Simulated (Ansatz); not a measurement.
Harmonic frequencies (cm⁻¹) at PBE0-D4/def2-TZVP from Ansatz: 53, 58, 190, 223, 284, 334, 468, 596, 599, 734, 785, 836, 850, 870, 912, 916, 945, 956, 965, 980, 1208, 2229, 2254, 2264, 2268, 3594, 3919.

Each molecule was computed in one conformer, which needn't be the lowest.

(1) Which molecule is it?
A. `C=C[SiH2][SiH2]F`
B. `N[SiH](F)[SiH2]O`
C. `O[SiH2]N[SiH2]F`
D. `C=C[SiH](F)[GeH3]`

Answers

(1) C.
